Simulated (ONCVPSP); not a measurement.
**What the settings do to the ONCV potential of Ar (Z = 18)**

Base potential:

| Quantity | Value |
| --- | --- |
| Element | argon (Ar) |
| Generator | ONCVPSP 4.0.1 |
| Type | optimised norm-conserving Vanderbilt (ONCV) |
| Functional | LDA (Perdew-Wang 92) |
| Relativity | scalar-relativistic |
| Frozen core | [Ne] |
| Valence charge | 8 |
| Reference configuration | 3s2 3p4.5 (charge +1.5) |
| Partial waves | 3s: rc 1.05 bohr, ncon 4, nbas 8, qcut 4.8 1/bohr, 2 projectors, debl 2.9 Ha; 3p: rc 0.95 bohr, ncon 4, nbas 7, qcut 9.1 1/bohr, 1 projector; d scattering state at 0.02 Ha: rc 0.85 bohr, ncon 4, nbas 8, qcut 9.6 1/bohr, local |
| Local potential | the d channel |
| Core correction | none |

Cutoffs, loose and tight: the cutoffs (Ha) at which the residual kinetic energy of the hardest occupied pseudo-wave falls to 1 and 0.1 mHa per electron. They do not see the model core or the augmentation charge, which bear on the density cutoff. Test errors are all-electron minus pseudo excitation energies from the reference, over the configurations 3s2 3p6; 3s2 3p5; 3s2 3p4; 3s2 3p5.5. A dash means not determined; rows that change the core or the reference have their own tests.

A true bound ghost makes a file unfit for plane-wave use even where its test errors are small: the radial tests pick states by their node count and pass the ghost by.

```csv
change,outcome,"cutoff, loose","cutoff, tight",bound ghosts,GHOST(+) flags above zero,largest test error (meV)
base,generated,127 Ha,165 Ha,none,s,+22
s: qcut 4.7,generated,127 Ha,165 Ha,none,s,+22
d: rc 0.94,generated,127 Ha,165 Ha,none,s,+21
s: rc 1.12,generated,127 Ha,165 Ha,none,none,+22
s: nproj 3,generated,127 Ha,165 Ha,s,s,+22
d: nbas 7,generated,127 Ha,165 Ha,s,none,+22
"core correction polynomial model core, fcfact 0.25",generated,127 Ha,165 Ha,none,s,+20
```

(1) What comes out with this change to the base: s: qcut 3.6; p: qcut 6.8; d: qcut 7.2?

(2) What comes out with this change to the base: functional PBE?

Results:

(1) outcome: generated; cutoff, loose: 141 Ha; cutoff, tight: 170 Ha; bound ghosts: none; GHOST(+) flags above zero: s; largest test error (meV): +21.

(2) outcome: generated; cutoff, loose: 128 Ha; cutoff, tight: 165 Ha; bound ghosts: none; GHOST(+) flags above zero: s; largest test error (meV): +17.
